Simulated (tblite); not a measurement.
Compound: C8H8 (charge +1 and doublet state).
Cartesian coordinates in Å at the GFN2-xTB level; atoms count from 1:
```
atom  x, y, z in Å
C1     4.6971   -0.2270    1.3714
C2     3.5779   -0.2457    0.8960
C3     2.3417   -0.2659    0.3750
C4     1.2238   -0.2780   -0.1207
C5    -0.0790   -0.2898   -0.6840
C6    -1.1532    0.3431    0.1445
C7    -2.6116    0.0474   -0.1726
C8    -2.0807    1.3813   -0.5034
H9     5.6673   -0.2079    1.7824
H10   -0.3356   -1.3471   -0.8826
H11   -0.0396    0.1518   -1.6930
H12   -0.8963    0.5131    1.1821
H13   -2.8240   -0.6398   -0.9780
H14   -3.2586   -0.0624    0.6862
H15   -1.9132    1.6370   -1.5390
H16   -2.3235    2.2267    0.1242
```

Computed geometry: GFN2-xTB, gas phase. This method treats the open shell by occupation alone, without spin polarisation.

Take the most abundant isotopes and a rigid rotor. The values belong to one conformer with, in the numbering `[CH+:1]=[C:2][C:3]#[C:4][CH2:5][CH:6]1[CH2:7][CH2:8]1`, C4–C5–C6–C7 -163°.

Task: Give the principal moments of inertia and the rotational constants in MHz.

Result: Ia = 47.76, Ib = 734.47, Ic = 746.03 u·Å²; 505379 MHz·u·Å²/I gives A = 10582, B = 688.1, C = 677.4 MHz.

Task: What kind of rotor is it?

Result: A near-prolate asymmetric top: κ = (2 × 688.1 − 10582 − 677.4)/(10582 − 677.4) = -1.00.

Task: Is it planar, by Δ = Ic − Ia − Ib?

Result: Not planar: Δ = Ic − Ia − Ib = -36.20 u·Å². For a rigid frame Δ = −2 Σ m c², so Σ m c² = 18.10 u·Å² lies off the ab plane: 7.90 from hydrogen and 10.20 from heavier atoms. The atom farthest from that plane is 1.54 Å away.

Task: Give the other two planar moments, Paa and Pbb, and the rms extents of the mass along the axes.

Result: Paa = Σ m a² = (Ib + Ic − Ia)/2 = 716.37 and Pbb = Σ m b² = (Ia + Ic − Ib)/2 = 29.66 u·Å². With the mass M = 104.06 u, the rms extents √(P/M) along a, b and c are 2.62, 0.53, 0.42 Å.

Task: List the rotational levels J(Ka,Kc) to J = 3 (MHz).

Result: Above 0(0,0):
J = 1: 1(0,1) 1366, 1(1,1) 11260, 1(1,0) 11270
J = 2: 2(0,2) 4097, 2(1,2) 13980, 2(1,1) 14012, 2(2,1) 43694, 2(2,0) 43694
J = 3: 3(0,3) 8193, 3(1,3) 18060, 3(1,2) 18124, 3(2,2) 47791, 3(2,1) 47791, 3(3,1) 97288, 3(3,0) 97288
Those of J = 1 are B + C, A + C and A + B.

Task: Estimate the classical rotational partition function at 25 K, 100 K and 200 K.

Result: Point group C1, symmetry number σ = 1; q = (√π/σ)·√((kT/h)³/(ABC)), k/h = 20836.6 MHz/K: 9490 at 25 K, 75900 at 100 K, 215000 at 200 K.

For this open shell read J as N, the rotation without spin; fine and hyperfine splittings come on top. Its GFN2-xTB frequencies are all real (lowest 24 cm⁻¹). Zero-point vibration and centrifugal distortion are left out.
